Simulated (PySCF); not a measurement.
Dimethyl-2-pentylamine, C7H17N.
Geometry (GFN2-xTB, Å), atoms numbered from 1 in this order:
```
atom  x, y, z in Å
C1     3.0758    0.5549   -1.0385
C2     1.8894    0.4589   -0.0874
C3     0.9024   -0.6209   -0.5224
C4    -0.3017   -0.7222    0.4246
C5    -1.2498   -1.8411   -0.0319
N6    -0.9341    0.5809    0.5921
C7    -1.7003    0.7036    1.8110
C8    -1.6925    1.0513   -0.5461
H9     3.6122   -0.3914   -1.0775
H10    2.7403    0.7984   -2.0444
H11    3.7687    1.3275   -0.7130
H12    2.2476    0.2323    0.9189
H13    1.3676    1.4153   -0.0442
H14    0.5641   -0.4135   -1.5393
H15    1.4062   -1.5901   -0.5394
H16    0.0868   -0.9894    1.4149
H17   -2.1240   -1.8903    0.6140
H18   -1.5792   -1.6740   -1.0545
H19   -0.7400   -2.8002    0.0113
H20   -2.6339    0.1185    1.8059
H21   -1.9612    1.7527    1.9527
H22   -1.0944    0.3826    2.6571
H23   -1.1045    0.9419   -1.4534
H24   -2.6511    0.5267   -0.6781
H25   -1.9053    2.1115   -0.4041
```

Computed at PBE0/pcSseg-1 (PySCF, non-relativistic), with Q(14N) = 0.02044 b: N6, 14N (I = 1): χzz = -6.430 MHz, η = 0.014.

Find the zero-field quadrupole resonance frequencies of 14N at N6.

From ν± = (3/4)|χ|(1 ± η/3) and ν0 = |χ|η/2: ν+ 4.846 MHz, ν− 4.800 MHz, ν0 0.046 MHz (tertiary amine nitrogen).

In a crystal, neighbours and librations shift these lines. Geometry: GFN2-xTB, one conformer, isolated molecule. GFN2-xTB bond lengths can be off by several hundredths of an ångström, more for odd bonds, and the gradients follow them. With a basis this small, the couplings can be 20 % off.

These values come from a run that also computed NMR shieldings. Time: 79 s (grids of density and orbitals included); peak memory 1.0 GiB. Hardware: one thread of an Arm Neoverse V1, no GPU, shared host with 64 logical CPUs at a one-minute load of 71.
